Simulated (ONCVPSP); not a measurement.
**Logarithmic derivatives: barium, ONCV**

barium, optimised norm-conserving Vanderbilt (ONCV), made with ONCVPSP 4.0.1 (PBEsol, scalar-relativistic). Core [Kr] 4d10, reference 5s2 5p6 6s1.75 (charge +0.25). Waves: 5s+6s: rc 3.15 bohr, ncon 4, nbas 8, qcut 4.2 1/bohr, 2 projectors; 5p: rc 2.25 bohr, ncon 3, nbas 7, qcut 4.9 1/bohr, 1 projector; d scattering state at 0.15 Ha: rc 2.55 bohr, ncon 3, nbas 7, qcut 4.3 1/bohr, 2 projectors, debl 3.5 Ha; f scattering state at 0.45 Ha: rc 3.30 bohr, ncon 4, nbas 8, qcut 3.6 1/bohr, 2 projectors, debl 2.2 Ha. Local part: polynomial inside 2.00 bohr (lpopt 5, dvloc0 4 Ha). Core correction: Teter function, fcfact 1.5, rcfact 1.6.

In the d channel the program set the typed energies aside and used 0.050, 3.550 Ha.

The phase is arctan(r·R′/R) of the radial function R(r), unwrapped; energies in Ha, scanned from -3 to 5 Ha. A pole is an energy at which the radial function vanishes at the test radius. The pseudo phase is shifted by a multiple of π to meet the all-electron one at the reference energy, and phase errors are pseudo minus all-electron; the curves can meet again beyond the range given. Levels narrower than the energy grid can be missing from the lists of poles.

```json
{"channel": "s", "radius (bohr)": "3.20", "reference energy (Ha)": "-0.16", "poles, all-electron": "-1.25, 1.22, 4.79", "poles, pseudo": "-1.25, 1.17, 3.46", "unbroken range about the reference energy with phases within 0.05 rad": "below 1.8", "phase error 1 Ha above the reference energy (rad)": "-0.004"}
{"channel": "p", "radius (bohr)": "2.29", "reference energy (Ha)": "-0.74", "poles, all-electron": "0.02", "poles, pseudo": "-0.00, 4.27", "unbroken range about the reference energy with phases within 0.05 rad": "below 1.0", "phase error 1 Ha above the reference energy (rad)": "-0.009"}
{"channel": "d", "radius (bohr)": "2.58", "reference energy (Ha)": "0.05", "poles, all-electron": "0.84, 4.98", "poles, pseudo": "0.84, 4.94", "unbroken range about the reference energy with phases within 0.05 rad": "the whole range", "phase error 1 Ha above the reference energy (rad)": "-0.002"}
{"channel": "f", "radius (bohr)": "3.36", "reference energy (Ha)": "0.45", "poles, all-electron": "0.07, 1.35, 3.64", "poles, pseudo": "1.07, 3.31", "unbroken range about the reference energy with phases within 0.05 rad": "0.4 to 0.5", "phase error 1 Ha above the reference energy (rad)": "-0.131"}
```

Phases in the f channel:

```json
{"E (Ha)": "-2.98", "all-electron": "1.436", "pseudo": "-1.700"}
{"E (Ha)": "-2.54", "all-electron": "1.424", "pseudo": "-1.710"}
{"E (Ha)": "-2.10", "all-electron": "1.408", "pseudo": "-1.723"}
{"E (Ha)": "-1.66", "all-electron": "1.386", "pseudo": "-1.740"}
{"E (Ha)": "-1.22", "all-electron": "1.353", "pseudo": "-1.764"}
{"E (Ha)": "-0.78", "all-electron": "1.295", "pseudo": "-1.801"}
{"E (Ha)": "-0.34", "all-electron": "1.142", "pseudo": "-1.870"}
{"E (Ha)": "0.10", "all-electron": "-1.719", "pseudo": "-2.064"}
{"E (Ha)": "0.54", "all-electron": "-3.678", "pseudo": "-3.723"}
{"E (Ha)": "0.98", "all-electron": "-4.552", "pseudo": "-4.662"}
{"E (Ha)": "1.42", "all-electron": "-4.736", "pseudo": "-4.863"}
{"E (Ha)": "1.86", "all-electron": "-4.926", "pseudo": "-5.166"}
{"E (Ha)": "2.30", "all-electron": "-6.641", "pseudo": "-6.998"}
{"E (Ha)": "2.74", "all-electron": "-7.662", "pseudo": "-7.664"}
{"E (Ha)": "3.18", "all-electron": "-7.788", "pseudo": "-7.819"}
{"E (Ha)": "3.62", "all-electron": "-7.851", "pseudo": "-7.937"}
{"E (Ha)": "4.06", "all-electron": "-7.909", "pseudo": "-8.193"}
{"E (Ha)": "4.50", "all-electron": "-8.004", "pseudo": "-10.143"}
{"E (Ha)": "4.94", "all-electron": "-8.515", "pseudo": "-10.745"}
```
